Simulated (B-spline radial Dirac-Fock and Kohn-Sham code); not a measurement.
# Auger decay of the 1s hole in Hg⁴⁺

System: Hg⁴⁺ in the configuration [Xe] 4f14 5d8.

Calculated with a B-spline atomic structure program, using a relativistic independent-particle model: LDA orbitals of the hole state, radiative multipoles to third order, Auger rates from the Coulomb interaction with a continuum orbital, Dirac-Fock energies. Kinetic energies are configuration averages from the vacuum level; the two-hole energies are estimated from single-hole states. The rates lack the Breit term, which in heavy atoms raises K-L1L1 and K-L1L2.

```tsv
transition	kinetic energy (eV)	width (meV)	share (%)
K-L1L1	53088.6	143	8.4
K-L1L2	53736.4	208	12.3
K-L2L2	54299.0	19.3	1.1
K-L1L3	55682.8	163	9.6
K-L2L3	56271.1	374	22.1
K-L3L3	58213.9	142	8.4
K-L1M1	64523.0	57.1	3.4
K-L1M2	64795.1	47.0	2.8
K-L2M1	65154.8	33.7	2.0
K-L1M3	65236.3	37.8	2.2
K-L2M3	65871.4	72.8	4.3
K-L2M5	–	8.79	0.5
K-L3M1	67083.3	25.8	1.5
K-L1N1	67334.5	14.3	0.8
K-L3M2	67358.7	65.8	3.9
K-L1N2	67455.2	11.6	0.7
K-L1N3	67563.2	9.21	0.5
K-L3M3	67803.6	56.0	3.3
K-L2N3	68202.7	17.1	1.0
K-L3M4	–	12.9	0.8
K-L3M5	–	9.19	0.5
K-L3N2	70020.9	15.4	0.9
K-L3N3	70129.6	13.2	0.8
K-M2M3	76828.4	13.0	0.8
```

A dash stands for an energy that rests on an unreliable hole state.

The listed channels hold 93 % of the non-radiative rate. Summed by principal shells, of 1.69 eV in all: KLL 61.9 %, KLM 26.2 %, KLN 6.3 %, KMM 2.6 %, KMN 1.3 %, KLO 1.2 %.
